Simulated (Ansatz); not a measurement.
iridium atom (Ir), quartet (core potentials on Ir); Ansatz (a quantum-chemistry and plane-wave program) with WB97X-V/def2-SVP.

Input for Ansatz:
Ansatz 0.2 input:
```yaml
crystal:
  periodic: [false, false, false]
  atoms:
    - {symbol: Ir, position_ang: [0.00000000, 0.00000000, 0.00000000]}
basis:
  gaussian:
    orbitals: def2-SVP
hamiltonian:
  xc: {name: wB97X-V}
magnetization: {spin_polarized: true, initial_magnetization: 3}
```

Question: Predict the main parts of the log of this Ansatz run.

Answer: 
```
Functional definition: wB97X-V
201 factors; integrals over basis functions are off by at most 2.2e-4 eV
59 factors; integrals over basis functions are off by at most 1.9e-4 eV
mean field evaluation 1: about -2834.7901 eV, gradient 3.2e0 eV
mean field evaluation 2: about -2834.8244 eV, gradient 7.0e-1 eV
mean field evaluation 4: about -2834.8241 eV, gradient 7.0e-1 eV
mean field evaluation 8: about -2834.8349 eV, gradient 1.6e-1 eV
mean field evaluation 16: about -2834.8418 eV, gradient 1.1e-2 eV
mean field evaluation 32: about -2834.7805 eV, gradient 3.1e-1 eV
mean field evaluation 64: about -2834.8421 eV, gradient 8.5e-6 eV
mean field -2834.84205288 eV, -104.1785239183 hartree, gradient 8.5e-6 eV, S^2 3.754690; 6 other end points of the search recorded, 0 dependent functions left out
reference -2834.84205183 eV, -104.1785238799 hartree; 10, 7 occupied and 22, 25 virtual orbitals, 201 factors
Total energy: -2834.84205183 eV, -104.1785238799 hartree
```
